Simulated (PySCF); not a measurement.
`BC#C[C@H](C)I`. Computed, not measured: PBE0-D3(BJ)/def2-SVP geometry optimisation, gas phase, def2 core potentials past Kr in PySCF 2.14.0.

```
atom  x, y, z in Å
B1     2.9330   -0.8107   -0.0645
C2     1.5560   -0.2149    0.0149
C3     0.4307    0.2659    0.0794
C4    -0.8918    0.8166    0.1851
C5    -1.9690   -0.1882    0.5559
I6    -1.4381    1.8394   -1.6929
H7     3.2347   -1.7339    0.6537
H8     3.7395   -0.3674   -0.8458
H9    -0.8649    1.6569    0.8957
H10   -2.9482    0.3028    0.6341
H11   -2.0332   -0.9885   -0.1940
H12   -1.7187   -0.6422    1.5280
```

Task: Which two atoms are farthest apart?

Result: H8···H10, 6.88 Å; the next longest distance is 6.51 Å.

Task: What is the repulsion energy of the bare nuclei, Σ ZA·ZB/RAB?

Result: 425.43 Eh over 66 pairs, with full nuclear charges and distances in bohr; the largest single term is 76.24 Eh (C4 with I6).

Task: What are the angles C2–B1–H8, C5–C4–I6, C3–C4–I6, H10–C5–H12, C4–C5–H11?

Result: From the scalar product of the two bond vectors; for C2–B1–H8 it is -0.9085 Å² over 1.5025 × 1.2072 Å², cos θ = -0.5009. C2–B1–H8 120.1°; C5–C4–I6 109.8°; C3–C4–I6 110.1°; H10–C5–H12 108.9°; C4–C5–H11 110.9°.

Task: How far apart are these pairs, which share no bond: B1···H12, C2···H7, C5···H9, I6···H12?

Result: B1···H12 4.920 Å (5 bonds apart); C2···H7 2.352 Å (2 bonds apart); C5···H9 2.177 Å (2 bonds apart); I6···H12 4.076 Å (3 bonds apart).

Task: Where is the centre of mass (commonest isotopes), and what is the radius of gyration?

Result: Mass 191.961 u; centre at (-0.840, 1.203, -1.057) Å; Rg = √(Σ m r²/M) = 1.889 Å. As Ia + Ib + Ic = 2 Σ m r², the three principal moments sum to 1369.7 u·Å².

PBE0-D3(BJ)/def2-SVP frequencies: not computed here.

The run took 41 s on Intel Xeon 6975P-C, one thread, shared host with 192 logical CPUs at a one-minute load of 48, and the process peaked at 0.54 GiB of memory. This is the geometry optimisation.
